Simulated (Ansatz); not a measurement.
Relaxation of F2H2OSi (6 atoms, charge 0, multiplicity 1), to a largest force component of 0.02 eV/Å in at most 40 steps.

These are results of RKS PBE-D4/6-31G (Ansatz), not measurements.

```xyz
6
Properties=species:S:1:pos:R:3:forces:R:3
O 0.061 1.127 -0.541 -1.22 2.80 -3.10
Si 0.119 -0.236 0.313 5.74 1.74 2.35
F 0.728 -1.337 -0.664 1.38 -2.87 -2.06
F -1.294 -0.663 0.692 -6.89 -2.34 1.90
H -0.521 1.075 -1.372 0.88 0.68 0.86
H 0.949 -0.029 1.527 0.11 -0.01 0.05
```

**Question.** Where does it end, and by what steps?

**Answer.** The run converged. Limits of this set-up: no polarisation functions. After 5 steps the energy has fallen by 1.021 eV; H5 moved furthest, 0.22 Å.

```tsv
step	energy less start (eV)	largest force component (eV/Å)	accepted
0	0.0000	6.893	yes
1	-0.7046	3.412	yes
2	-0.9987	0.760	yes
3	-1.0119	0.513	yes
4	-1.0209	0.044	yes
5	-1.0211	0.013	yes
```

```xyz
6
Properties=species:S:1:pos:R:3
O 0.022 1.183 -0.588
Si 0.135 -0.251 0.314
F 0.771 -1.514 -0.622
F -1.399 -0.808 0.771
H -0.478 1.288 -1.422
H 0.990 0.038 1.500
```

Run time: 9.9 s on 1 thread of Arm Neoverse V2 (shared host), peak memory 0.12 GiB.
